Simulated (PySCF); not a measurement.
**C₆ coefficients of unlike pairs at UHF**

Calculated with PySCF 2.14 from the dipole response of each species, C₆(A,B) = (3/π) ∫ α_A(iu) α_B(iu) du, in atomic units, from isotropic polarisabilities. For ions this is the dispersion term alone; charge-induced terms of lower order in 1/R come first.

```json
{"species": "Ca⁺", "configuration": "[Ar] 4s1 (2S)", "basis": "aug-cc-pVDZ-X2C (6s5p3d)", "relativity": "spin-free X2C", "α (bohr³)": "97.01", "C₆ (like pair)": "772.0"}
{"species": "Be²⁺", "configuration": "1s2 (1S)", "basis": "aug-cc-pCVTZ-DK with one added diffuse shell each of s, p, d, f type (8s7p5d3f)", "relativity": "spin-free X2C", "α (bohr³)": "0.04806", "C₆ (like pair)": "0.009852"}
{"species": "Tl²⁺", "configuration": "[Xe] 4f14 5d10 6s1 (2S)", "basis": "def2-QZVPPD with the def2 core potential (60 electrons) (8s6p5d4f1g)", "relativity": "core potential", "α (bohr³)": "14.64", "C₆ (like pair)": "89.77"}
{"species": "Ne²⁺", "configuration": "[He] 2s2 2p4 (3P)", "basis": "x2c-TZVPPall with one added diffuse shell each of s, p, d type (6s4p3d1f)", "relativity": "spin-free X2C", "α (bohr³)": "0.8224", "C₆ (like pair)": "1.019"}
```

**Question.** Estimate C₆ for Ne²⁺ with Tl²⁺.

**Answer.** The integral gives 8.661. The combination rule 2 C_A C_B / (C_A α_B/α_A + C_B α_A/α_B) gives 7.892 and the geometric mean 9.565.

No spin-orbit coupling is included.

The other pairs:

```
      pair       C₆
 Tl²⁺, Ca⁺    200.3
 Ne²⁺, Ca⁺    14.13
Ne²⁺, Be²⁺  0.09132
Tl²⁺, Be²⁺   0.6673
 Be²⁺, Ca⁺   0.9106
```
